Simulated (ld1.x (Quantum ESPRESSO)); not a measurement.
**platinum: variants of one TM potential**

Base potential:

platinum (Pt), norm-conserving Troullier–Martins (Kleinman–Bylander form), made with ld1.x (Quantum ESPRESSO) 7.5 (PBE, scalar-relativistic). Core [Kr] 4d10 4f14 5s2, reference 5p6 5d9 6s0.5 6p0.5. Waves: 6s (bound): rc 1.90 bohr; 5d (bound): rc 1.45 bohr; 5p (bound): rc 1.80 bohr. Local part: the p channel. Core correction: none.

Occupied shells without a wave of their own: 6p. They enter only through the test configuration that unscreens the potential.

Cutoffs, loose and tight: the cutoffs (Ry, on a coarse ladder) from which the occupation-weighted sum of valence levels, in a spherical-Bessel basis at the reference potential, stays within 10 and 1 mRy of its value at 400 Ry. They do not see the model core or the augmentation charge, which bear on the density cutoff. Test errors are all-electron minus pseudo excitation energies from the reference, over the configurations 5p6 5d9 6s1 6p0; 5p6 5d9 6s0 6p0; 5p6 5d8 6s0 6p0; 5p6 5d6 6s0 6p0; 5p6 5d9 6s0 6p1; 5p6 5d8 6s2 6p0; 5p5 5d9 6s1 6p0. A dash means not determined; rows that change the core or the reference have their own tests. The largest error is taken over the tests solved by every variant that gives reliable tests at all: 5p6 5d6 6s0 6p0; 5p6 5d8 6s0 6p0; 5p6 5d9 6s0 6p0; 5p6 5d9 6s0 6p1; 5p6 5d9 6s1 6p0.

A true bound ghost makes a file unfit for plane-wave use even where its test errors are small: the radial tests pick states by their node count and pass the ghost by. Where a test does run into it, the solver fails or the error is huge.

On the changes marked as counting shells twice: ld1.x takes every shell without a wave as core, so the model core holds the marked electrons as well and exchange and correlation see them twice. This cancels in the reference configuration, but the file is broken for other ones, and its errors say nothing about a proper core correction.

```csv
change,outcome,"cutoff, loose","cutoff, tight",bound ghosts,largest test error (meV)
base,"generated, misses its reference levels by 0.18 eV",45 Ry,80 Ry,s,-715
local potential the s channel,"generated, misses its reference levels by 0.33 eV",50 Ry,80 Ry,none,+1031
"all radii scaled by about 0.76 (s 1.44, p 1.36, d 1.10 bohr)",generated,120 Ry,230 Ry,s,-162
"core [Kr] 4d10 4f14, valence charge 18; reference 5s2 5p6 5d9 6s0 6p1; waves now 5s (bound): rc 1.35 bohr; 5p (bound): rc 1.05 bohr; 5d (bound): rc 2.30 bohr; local potential all-electron potential smoothed inside 2.05 bohr (lloc = -1); core correction a·sin(br)/r model core, default radius (core density twice the valence density) (6p counted twice)",generated,140 Ry,230 Ry,none,+4409
wave 6s (bound): rc 1.90 bohr becomes 6s (bound): rc 2.72 bohr,"generated, misses its reference levels by 0.18 eV",45 Ry,80 Ry,s,-724
core correction a·sin(br)/r model core inside 1.52 bohr (6p counted twice),"generated, misses its reference levels by 0.18 eV",45 Ry,80 Ry,s,-941
```

Q: What comes out with this change to the base: reference 5p6 5d8 6s0 6p0?

A: outcome: generated; cutoff, loose: 45 Ry; cutoff, tight: 80 Ry; bound ghosts: s; largest test error (meV): +272.

Q: What comes out with this change to the base: wave 5p (bound): rc 1.80 bohr becomes 5p (bound): rc 1.38 bohr?

A: outcome: generated; cutoff, loose: 100 Ry; cutoff, tight: 120 Ry; bound ghosts: s; largest test error (meV): -170.

Q: What comes out with this change to the base: wave 5d (bound): rc 1.45 bohr becomes 5d (bound): rc 0.98 bohr?

A: outcome: generated, misses its reference levels by 0.18 eV; cutoff, loose: 180 Ry; cutoff, tight: over 300 Ry; bound ghosts: d, s; largest test error (meV): -707.
